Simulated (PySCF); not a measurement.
C5H9ClFSi (doublet state).
Geometry (GFN2-xTB, Å), atoms numbered from 1 in this order:
```xyz
17
C5H9ClFSi angstrom
C     -1.602   -1.106   -0.046
C     -0.273   -0.400   -0.016
C     -0.255    0.974    0.039
C     -1.474    1.819    0.067
F     -1.147    3.149    0.148
C      0.898   -1.147   -0.046
Si     2.641   -0.489   -0.017
Cl     3.859   -2.105   -0.061
H     -2.183   -0.863    0.843
H     -2.180   -0.796   -0.915
H     -1.469   -2.184   -0.086
H      0.684    1.502    0.060
H     -2.078    1.702   -0.845
H     -2.112    1.599    0.935
H      0.778   -2.222   -0.090
H      2.950    0.252    1.208
H      2.957    0.329   -1.189
```

The hyperfine couplings belong to this conformer and change with its torsions.

As a line formula: `C/C([CH]CF)=C/[SiH2]Cl` [radical].

Computed with UKS B3LYP, pcH-1 on C Cl F H Si, non-relativistic, mean-field spin-orbit, GIAO (PySCF 2.14.0). One conformer (not necessarily the lowest) at the GFN2-xTB geometry, without solvent, vibrations or thermal averaging. Couplings are sensitive to structure, and on GFN2-xTB geometries they can be far from those on DFT ones. Stability of the SCF solution: not tested. ⟨S²⟩ is 0.775 where a pure state has 0.75.

Problem. Give the principal g shifts and their parts.

Solution. 
| Δg (ppm) | 1 | 2 | 3 |
| --- | --- | --- | --- |
| relativistic mass correction | -132 | -132 | -132 |
| gauge correction | -2 | 30 | 25 |
| orbital Zeeman/spin–orbit | -74 | 595 | 666 |
| total | -208 | 493 | 559 |

So g = 2.00211, 2.00281, 2.00288 and g_iso = 2.00260; the tensor is close to axial: the two nearest values differ by 9 % of g3 − g1. Axes: g2 points within 11° of the C3–C4 bond.

Problem. What are the electron Larmor frequencies g μB B/h along the three axes at 330 mT?

Solution. 9.2473, 9.2505, 9.2508 GHz for g1, g2 and g3, a range of 3.5 MHz.

Problem. At 94.384 GHz, how far is the centre of the isotropic spectrum from where a free electron (g = 2.002319) resonates?

Solution. B = hν/(g μB) with μB/h = 13.99624 MHz/mT gives 3367.86 mT for the free electron and 3367.38 mT at g_iso, 0.47 mT lower.

Problem. In a frozen sample, at which fields do the three g values resonate at 9.5, 34, 94 and 263 GHz (hyperfine left aside), and which band first spreads them over more than twice a line width of 0.3 mT?

Solution. 
```tsv
band	GHz	B(g3) mT	B(g2) mT	B(g1) mT	spread mT
X	9.5	338.89	338.90	339.02	0.13
Q	34.0	1212.87	1212.91	1213.33	0.46
W	94.0	3353.22	3353.33	3354.50	1.28
J	263.0	9381.87	9382.18	9385.47	3.60
```

The spread grows in proportion to the frequency. W band is the first where it exceeds 0.6 mT.

The Mulliken spin populations are largest on C6 (+0.65), C3 (+0.63) and C2 (-0.25). The positive populations add up to 1.39 and the negative ones to -0.39, together 2S = 1. The angles at C6 add up to 360.0°, so it is planar.

The HOMO–LUMO gaps are 5.88 eV among the α and 5.02 eV among the β orbitals.
